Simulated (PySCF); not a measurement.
# SMILES C#CC([SiH3])=C=C[SiH3], C₅H₈Si₂

Geometry:
```csv
atom,x (Å),y (Å),z (Å)
C1,0.692,0.147,3.353
C2,0.175,0.030,2.261
C3,-0.507,-0.066,1.014
Si4,-2.277,0.594,0.915
C5,0.033,-0.594,-0.071
C6,0.540,-1.058,-1.181
Si7,1.464,0.058,-2.374
H8,1.163,0.244,4.313
H9,-3.144,-0.145,1.879
H10,-2.288,2.044,1.268
H11,-2.773,0.398,-0.478
H12,0.427,-2.127,-1.407
H13,2.901,-0.343,-2.450
H14,0.872,-0.067,-3.741
H15,1.353,1.466,-1.898
```

Computed with TDDFT CAM-B3LYP/aug-cc-pVDZ circular dichroism and optical rotation, one conformer, gas phase in PySCF. Geometry: PBE0-D3(BJ)/def2-SVP.

No stereocentre is labelled: unless the shape is locked (an allene, a helicene, a hindered biaryl), the mirror image is equally populated and a measured rotation or CD is zero.

**Question.** Which excitations and rotatory strengths does the calculation give?

**Answer.** Rotatory strengths R in 10⁻⁴⁰ esu² cm², velocity form and length form (origin at the centre of mass); f in length form.
| state | E (eV) | λ (nm) | f | R (velocity) | R (length) | main |
| --- | --- | --- | --- | --- | --- | --- |
| 1 | 5.16 | 240 | 0.002 | -6.8 | -6.8 | HOMO→LUMO+2 0.60, HOMO→LUMO+5 0.13 |
| 2 | 5.36 | 231 | 0.0002 | +0.4 | 0.0 | HOMO−1→LUMO 0.71 |
| 3 | 5.46 | 227 | 0.384 | -19.9 | -20.5 | HOMO→LUMO 0.75 |
| 4 | 5.61 | 221 | 0.0007 | +0.8 | +0.9 | HOMO−2→LUMO 0.72 |
| 5 | 5.98 | 207 | 0.002 | 0.0 | 0.0 | HOMO→LUMO+13 0.25, HOMO→LUMO+6 0.14 |
| 6 | 6.17 | 201 | 0.011 | +0.4 | +0.6 | HOMO→LUMO+1 0.55, HOMO→LUMO+13 0.17 |
| 7 | 6.62 | 187 | 0.065 | +34.6 | +34.6 | HOMO−1→LUMO+2 0.60, HOMO−1→LUMO+5 0.09 |
| 8 | 6.77 | 183 | 0.038 | -31.1 | -31.1 | HOMO→LUMO+3 0.76 |
| 9 | 6.85 | 181 | 0.064 | +69.6 | +69.7 | HOMO−1→LUMO+1 0.32, HOMO−2→LUMO+2 0.09 |
| 10 | 6.95 | 179 | 0.345 | -12.5 | -12.6 | HOMO−1→LUMO+1 0.22, HOMO→LUMO+4 0.15 |
| 11 | 7.00 | 177 | 0.498 | -31.2 | -33.4 | HOMO→LUMO+4 0.26, HOMO−2→LUMO+2 0.14 |
| 12 | 7.06 | 176 | 0.018 | +13.8 | +14.0 | HOMO→LUMO+5 0.38, HOMO→LUMO+7 0.15 |

Among the states computed, the strongest CD band (largest |R|) is state 9. The largest dissymmetry factor in size, g = 4R/(D+G), with D and G the electric and magnetic dipole strengths, is -0.037 for state 1 (velocity form, f = 0.001), among bands with |R| over 0.5. The mirror image has the same energies and oscillator strengths and all R with the opposite sign.
